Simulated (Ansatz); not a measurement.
Input file for Cl3F2HSi2 (`F[SiH](F)[Si](Cl)(Cl)Cl`):

```yaml
crystal:
  periodic: [false, false, false]
  atoms:
    - {symbol: F, position_ang: [1.043506, -0.878419, 1.840600]}
    - {symbol: Si, position_ang: [0.229325, -1.104770, 0.497907]}
    - {symbol: F, position_ang: [1.146218, -1.933377, -0.496908]}
    - {symbol: Si, position_ang: [-0.222162, 0.983322, -0.464244]}
    - {symbol: Cl, position_ang: [-1.238743, 0.706373, -2.209001]}
    - {symbol: Cl, position_ang: [-1.384221, 2.066703, 0.812609]}
    - {symbol: Cl, position_ang: [1.495948, 2.003929, -0.840974]}
    - {symbol: H, position_ang: [-0.977670, -1.900861, 0.804210]}
basis:
  gaussian: {orbitals: cc-pV(T+d)Z}
correlation: {method: ccsd_t}
output: {orbitals: {seedname: orbitals}}
```

```sh
$ ansatz run in.yaml --threads 2 --pin off --events-out ev --progress --plain --max-ram 32768MiB --backend cuda --devices 0, --max-vram 18GiB
```

The program prints (abridged):

```
Functional definition: HF
1654 factors; integrals over basis functions are off by at most 7.2e-4 eV
mean field evaluation 1: about -58671.9256 eV, gradient 4.1e1 eV
mean field evaluation 2: about -58672.3004 eV, gradient 4.2e1 eV
mean field evaluation 4: about -58675.9424 eV, gradient 2.9e0 eV
mean field evaluation 8: about -58676.0092 eV, gradient 1.9e-1 eV
mean field -58676.00946041 eV, -2156.3035756424 hartree, gradient 5.4e-6 eV, S^2 0.000000; 0 other end points of the search recorded, 0 dependent functions left out
27 core orbitals not correlated: weight in the atoms' cores, before any rotation towards them, 1.000 or more for the frozen orbitals, at most 0.000 for the correlated occupied ones
reference -58676.00946041 eV, -2156.3035756424 hartree; 22, 22 occupied and 220, 220 virtual orbitals, 1654 factors
second order -35.00958675 eV of doubles, -0.00000000 eV of singles
cycle   1  -35.66861546 eV  change   -6.6e-1 eV  update   1.2e-1
cycle   2  -36.38444994 eV  change   -7.2e-1 eV  update   3.4e-2
cycle   3  -36.55108931 eV  change   -1.7e-1 eV  update   1.8e-2
cycle   4  -36.53068468 eV  change    2.0e-2 eV  update   3.7e-3
cycle   5  -36.52709027 eV  change    3.6e-3 eV  update   1.6e-3
cycle   6  -36.52794116 eV  change   -8.5e-4 eV  update   5.1e-4
cycle   7  -36.52764632 eV  change    2.9e-4 eV  update   1.8e-4
cycle   8  -36.52756036 eV  change    8.6e-5 eV  update   5.4e-5
cycle   9  -36.52759508 eV  change   -3.5e-5 eV  update   2.1e-5
perturbative correction -1.40201715 eV, -0.0515231799 hartree
Total energy: -58713.93907264 eV, -2157.6974631823 hartree
```

Hardware: 2 threads of an AMD EPYC 7R13 on a shared host and a share of an NVIDIA H100 80 GB. Wall time 12 s, peak host memory 0.82 GiB.

Correlation energy per correlated electron: -0.862 eV. T1 diagnostic: 0.0110.
